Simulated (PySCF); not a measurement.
# Which functional comes closest?

Molecule: `CCCCC1CC1`, C7H14.

Geometry:
| atom | x (Å) | y (Å) | z (Å) |
| --- | --- | --- | --- |
| C1 | -3.236 | -0.082 | -0.520 |
| C2 | -2.007 | -0.651 | 0.169 |
| C3 | -0.748 | 0.174 | -0.061 |
| C4 | 0.489 | -0.387 | 0.628 |
| C5 | 1.732 | 0.429 | 0.381 |
| C6 | 2.540 | 0.217 | -0.865 |
| C7 | 3.092 | -0.195 | 0.469 |
| H8 | -3.089 | -0.018 | -1.610 |
| H9 | -3.461 | 0.936 | -0.161 |
| H10 | -4.128 | -0.701 | -0.340 |
| H11 | -1.830 | -1.684 | -0.179 |
| H12 | -2.193 | -0.732 | 1.255 |
| H13 | -0.920 | 1.209 | 0.286 |
| H14 | -0.552 | 0.254 | -1.146 |
| H15 | 0.305 | -0.458 | 1.715 |
| H16 | 0.664 | -1.422 | 0.285 |
| H17 | 1.662 | 1.467 | 0.728 |
| H18 | 2.977 | 1.086 | -1.365 |
| H19 | 2.216 | -0.573 | -1.550 |
| H20 | 3.145 | -1.265 | 0.692 |
| H21 | 3.909 | 0.390 | 0.898 |

Geometry PBE0-D3(BJ)/def2-SVP throughout; GIAO in PySCF, gas phase, one conformer, non-relativistic; equivalent atoms averaged; basis pcSseg-1.

Reference values (measured; solution, not stated per compound (mostly CDCl3 or CCl4); Pretsch, Buehlmann, Badertscher, Structure Determination of Organic Compounds, 4th ed. (2009)): δ(C5) = 10.9 ppm, δ(C6/C7) = 4.4 ppm. Computed shifts are taken against TMS, calculated as an isolated molecule at each level.

Question: How do the functionals LDA, OPBE, KT2, PBE0, mPW1PW91, WP04, B97-2, CAM-B3LYP, wB97X-D perform against the reference? Times are CPU seconds on shared hosts with different chips, so compare them loosely.

Answer: 
```
functional                    kind    C5  C6/C7  mean abs. error C  core-s
       LDA                     LDA  15.3    7.0                3.5      24
      OPBE                     GGA  14.1    7.6                3.2      40
       KT2                     GGA  13.6    6.2                2.2      30
      PBE0           global hybrid  13.0    6.3                2.0      41
  mPW1PW91           global hybrid  12.9    6.4                2.0      19
      WP04           global hybrid  14.9    7.7                3.6      27
     B97-2           global hybrid  12.9    6.4                2.0      25
 CAM-B3LYP  range-separated hybrid  12.8    5.8                1.6      27
   wB97X-D  range-separated hybrid  12.7    6.3                1.8      25
```

For 13C the closest is CAM-B3LYP (1.6 ppm, with wB97X-D practically level) and the furthest WP04 (3.6 ppm). One molecule is a small sample, and vibrational and solvent effects are absent from the calculation.
